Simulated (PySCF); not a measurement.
C2H5O2, SMILES CC(O)=[OH+], charge +1. Geometry: B3LYP-D3(BJ)/def2-SVP. The isomer is the one that the SMILES or the coordinates give; other isomers of the formula were not compared. One conformer was computed; it need not be the lowest.

Computed equilibrium geometry at B3LYP-D3(BJ)/def2-SVP (PySCF confirms it by a frequency run) as bond lengths and angles (one conformer of several):
Atoms: C1 C2 O3 O4 H5 H6 H7 H8 H9. Bonded distances (Å): C1–C2 1.477, C1–H5 1.107, C1–H6 1.098, C1–H7 1.099, C2–O3 1.275, C2–O4 1.285, O3–H8 0.982, O4–H9 0.977. Angles (°): C2–C1–H5 107.7, C2–C1–H6 110.0, C2–C1–H7 111.5, H5–C1–H6 107.9, H5–C1–H7 108.5, H6–C1–H7 111.1, C1–C2–O3 118.6, C1–C2–O4 124.5, O3–C2–O4 116.9, C2–O3–H8 114.0, C2–O4–H9 115.0.
Charge +1, spin multiplicity 1.
